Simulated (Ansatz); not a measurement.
`F[CH2][ZnH]` → `[CH]F` + `[ZnH2]` at 700 K and 1 bar (formal loss of a carbene).

Program: Ansatz. Geometries: PBE0-D4/def2-TZVP. ΔE: electronic, gas phase. CCSD(T)/CBS is the MP2 limit (def2-TZVPP, def2-QZVPP) plus CCSD(T) − MP2 in def2-TZVPP, frozen cores. This one scheme is used for every species. For Zn outer-core shells are correlated without core-valence functions, which leaves a few kJ/mol of doubt a bond. Scalar relativity is left out up to krypton.

```
      species  CCSD(T)/CBS energy (Eh)  H − E (kJ/mol)  S (J/(mol·K))
`F[CH2][ZnH]`              -1917.98456           138.3          355.5
      `[CH]F`               -138.29972            58.3          255.7
     `[ZnH2]`              -1779.54550            57.4          237.3
```

H − E and S are ideal-gas, rigid-rotor, harmonic terms from PBE0-D4/def2-TZVP. 1 Eh = 2625.50 kJ/mol, R = 8.31446 J/(mol·K).

Problem. By hand: ΔE, ΔH, ΔS and ΔG.

Solution. ΔE = (-138.29972) + (-1779.54550) − (-1917.98456) = 0.13934 Eh = 365.8 kJ/mol. Δ(H − E) = 58.3 + 57.4 − 138.3 = -22.6, so ΔH = 343.2 kJ/mol. ΔS = 255.7 + 237.3 − 355.5 = 137.5 J/(mol·K). ΔG = 343.2 − 700 × (137.5)/1000 = 246.9 kJ/mol.

Problem. By hand: the equilibrium constant, and the temperature at which ΔG would vanish if ΔH and ΔS stayed fixed.

Solution. log₁₀ K = −ΔG/(RT ln 10) = -18.4. ΔG = 0 at ΔH/ΔS = 2496 K.

The number of gas molecules changes by +1, which sets the sign of ΔS. A doubt of 5 kJ/mol in ΔE shifts log₁₀ K by 0.4 here. These are equilibria of isolated gas molecules and say nothing of rates. Largest T1 diagnostic: 0.018 (customary marks: 0.02 for closed shells, 0.045 for open ones).
